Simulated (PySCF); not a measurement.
Species: C2H7Ge2N.
Bonds: N1–C2 (triple), C2–Ge3, Ge3–C4, C4–Ge5. Hydrogens: H6, H7 on Ge3; H8, H9 on C4; H10, H11, H12 on Ge5.

Jobs on this species (12 atoms, 90 electrons) with PySCF (density fitting). Hardware of each: one thread of an Intel Xeon Platinum 8259CL at 2.50 GHz (shared host). Other jobs ran on the host; a repeat could differ by tens of per cent or more. Peak memory is the resident size of the whole Python process, interpreter and libraries included.

```json
{"level and settings": "CAM-B3LYP/def2-SVPD", "work": "10 singlets by full TDDFT, 4 Tamm–Dancoff triplets, polarisability, ΔSCF ions", "basis functions": "192", "SCF cycles": "?", "wall time": "?", "peak memory": "?"}
{"level and settings": "LDA/def2-SVPD", "work": "10 singlets by full TDDFT, 4 Tamm–Dancoff triplets, polarisability, ΔSCF ions", "basis functions": "192", "SCF cycles": "?", "wall time": "?", "peak memory": "?"}
{"level and settings": "wB97X-D/def2-SVPD", "work": "10 singlets by full TDDFT, 4 Tamm–Dancoff triplets, polarisability, ΔSCF ions", "basis functions": "192", "SCF cycles": "12", "wall time": "4.2 min", "peak memory": "1.1 GiB"}
{"level and settings": "PBE0/def2-SVPD", "work": "10 singlets by full TDDFT, 4 Tamm–Dancoff triplets, polarisability, ΔSCF ions", "basis functions": "192", "SCF cycles": "12", "wall time": "3.7 min", "peak memory": "0.89 GiB"}
{"level and settings": "B3LYP/def2-SVPD", "work": "10 singlets by full TDDFT, 4 Tamm–Dancoff triplets, polarisability, ΔSCF ions", "basis functions": "192", "SCF cycles": "12", "wall time": "3.8 min", "peak memory": "0.89 GiB"}
{"level and settings": "BHandHLYP/def2-SVPD", "work": "10 singlets by full TDDFT, 4 Tamm–Dancoff triplets, polarisability, ΔSCF ions", "basis functions": "192", "SCF cycles": "11", "wall time": "3.8 min", "peak memory": "0.89 GiB"}
{"level and settings": "PBE0-D3(BJ)/def2-SVP, grid level 1", "work": "geometry optimisation from a GFN2-xTB start", "basis functions": "141", "SCF cycles": "28", "wall time": "52 s", "peak memory": "0.55 GiB"}
{"level and settings": "LC-wPBE/def2-SVPD", "work": "10 singlets by full TDDFT, 4 Tamm–Dancoff triplets, polarisability, ΔSCF ions", "basis functions": "192", "SCF cycles": "13", "wall time": "6.9 min", "peak memory": "0.87 GiB"}
{"level and settings": "PBE/def2-SVPD", "work": "10 singlets by full TDDFT, 4 Tamm–Dancoff triplets, polarisability, ΔSCF ions", "basis functions": "192", "SCF cycles": "13", "wall time": "5.0 min", "peak memory": "0.76 GiB"}
```

**Question.** Fill in the missing figures.

**Answer.** 
- CAM-B3LYP/def2-SVPD; 10 singlets by full TDDFT, 4 Tamm–Dancoff triplets, polarisability, ΔSCF ions: 4.3 min, 0.98 GiB, 11 SCF cycles
- LDA/def2-SVPD; 10 singlets by full TDDFT, 4 Tamm–Dancoff triplets, polarisability, ΔSCF ions: 4.0 min, 0.68 GiB, 13 SCF cycles

**Question.** What do all jobs in the table cost together?

**Answer.** About 37 min; the longest takes about 19 % of that, and about 8 times as long as the shortest.
